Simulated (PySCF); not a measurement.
A structure optimised at B3LYP-D3(BJ)/def2-SVP, used in a PySCF frequency run:

```
Si
F 1 1.6115
O 1 1.6348 2 110.80
H 3 0.9656 1 118.25 2 75.55
Cl 1 2.0358 2 108.27 3 -118.03
Br 1 2.2118 2 106.66 3 121.77
```
Charge 0, spin multiplicity 1.

### Question
Write its SMILES and formula.

### Answer
O[Si](F)(Cl)Br, BrClFHOSi

### Question
What are its rotational constants (standard atomic weights)?

### Answer
2.7303, 1.2333, 1.0868 GHz
